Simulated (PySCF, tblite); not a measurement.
Compound: C5H9F3NP.
Cartesian coordinates in Å at the GFN2-xTB level; atoms count from 1:
```xyz
19
C5H9F3NP angstrom
C      3.1426   -0.5316   -0.3149
C      1.7002   -0.7357   -0.0346
C      0.7726    0.2151   -0.0485
P     -0.9274   -0.2271    0.2854
C     -1.6123    1.0235    1.4518
N     -1.0583   -1.7530    0.5031
C     -1.7563    0.4645   -1.3051
F     -1.4217   -0.2840   -2.3612
F     -3.0953    0.4167   -1.1924
F     -1.4437    1.7342   -1.6098
H      3.3647    0.5097   -0.5346
H      3.7368   -0.8540    0.5395
H      3.4385   -1.1464   -1.1642
H      1.3788   -1.7433    0.1969
H      0.9868    1.2530   -0.2719
H     -1.1919    0.8182    2.4357
H     -1.3613    2.0362    1.1442
H     -2.6966    0.9128    1.4961
H     -1.9659   -2.0995    0.7771
```

Method: PBE0/pcSseg-1 in PySCF (dipole) on a GFN2-xTB geometry, gas phase.

Masses are those of the commonest isotopes; rigid-rotor values at the optimised geometry. The values belong to one conformer with, in the numbering `[CH3:1]/[CH:2]=[CH:3]/[P@:4]([CH3:5])(=[NH:6])[C:7]([F:8])([F:9])[F:10]`, C2–C3–P4–C5 135°.

Question: Give the principal moments of inertia and the rotational constants in cm⁻¹.

Answer: Ia = 311.40, Ib = 659.44, Ic = 737.20 u·Å²; 505379 MHz·u·Å²/I gives 1623, 766.4 and 685.5 MHz, that is A = 0.05414, B = 0.02556, C = 0.02287 cm⁻¹.

Question: What kind of rotor is it?

Answer: An asymmetric top. Ray's parameter κ = (2B − A − C)/(A − C) = -0.828; −1 is the prolate and +1 the oblate limit.

Question: What does the inertial defect say?

Answer: Not planar: Δ = Ic − Ia − Ib = -233.64 u·Å². For a rigid frame Δ = −2 Σ m c², so Σ m c² = 116.82 u·Å² lies off the ab plane: 17.02 from hydrogen and 99.80 from heavier atoms. The atom farthest from that plane is 2.22 Å away.

Question: Give the other two planar moments, Paa and Pbb, and the rms extents of the mass along the axes.

Answer: Paa = Σ m a² = (Ib + Ic − Ia)/2 = 542.62 and Pbb = Σ m b² = (Ia + Ic − Ib)/2 = 194.58 u·Å². With the mass M = 171.04 u, the rms extents √(P/M) along a, b and c are 1.78, 1.07, 0.83 Å.

Question: Where do the levels up to J = 2 lie, in K?

Answer: Above 0(0,0), as E/k:
J = 1: 1(0,1) 0.070, 1(1,1) 0.111, 1(1,0) 0.115
J = 2: 2(0,2) 0.209, 2(1,2) 0.246, 2(1,1) 0.258, 2(2,1) 0.381, 2(2,0) 0.382

Question: Predict some low-J microwave lines.

Answer: The dipole components are |μa| = 1.58 D, |μb| = 1.05 D, |μc| = 2.45 D. Intensities carry the squares of the components, which stand as 0.42 : 0.18 : 1.00 (a : b : c). Some lines, for components of 0.1 D or more:

| type | branch | J(Ka,Kc) | MHz | lower level (cm⁻¹) |
| --- | --- | --- | --- | --- |
| a | Q | 3(1,2) ← 3(1,3) | 485 | 0.312 |
| c | Q | 2(1,2) ← 2(0,2) | 781 | 0.145 |
| c | Q | 1(1,1) ← 1(0,1) | 857 | 0.048 |
| b | R | 2(0,2) ← 1(1,1) | 2042 | 0.077 |
| c | R | 1(1,0) ← 0(0,0) | 2389 | 0.000 |
| b | Q | 3(2,1) ← 3(1,2) | 2479 | 0.328 |
| b | Q | 4(2,3) ← 4(1,4) | 3104 | 0.500 |
| b | R | 3(0,3) ← 2(1,2) | 3553 | 0.171 |
| b | R | 3(1,3) ← 2(0,2) | 5012 | 0.145 |
| b | R | 4(0,4) ← 3(1,3) | 5076 | 0.312 |
| b | R | 2(2,1) ← 1(1,0) | 5554 | 0.080 |
| c | R | 2(2,1) ← 1(1,1) | 5635 | 0.077 |
| a | R | 4(3,2) ← 3(3,1) | 5818 | 0.560 |
| b | R | 4(2,3) ← 3(1,2) | 8255 | 0.328 |
| c | R | 4(2,3) ← 3(1,3) | 8740 | 0.312 |
| b | R | 4(2,2) ← 3(1,3) | 8820 | 0.312 |
| b | R | 4(3,2) ← 3(2,1) | 10279 | 0.411 |
| c | R | 4(3,2) ← 3(2,2) | 10306 | 0.410 |
| b | R | 4(3,1) ← 3(2,2) | 10308 | 0.410 |

Question: Estimate the classical rotational partition function at 25 K, 298.15 K and 500 K.

Answer: Point group C1, symmetry number σ = 1; q = (√π/σ)·√((kT/h)³/(ABC)), k/h = 20836.6 MHz/K: 22800 at 25 K, 940000 at 298.15 K, 2040000 at 500 K.

Its GFN2-xTB frequencies are all real (lowest 36 cm⁻¹). No vibrational averaging or centrifugal distortion is included, and the geometry carries the error of its method. A rigid rotor knows nothing of internal rotation, which can split or shift real lines. Quadrupole hyperfine structure (14N) is left out.
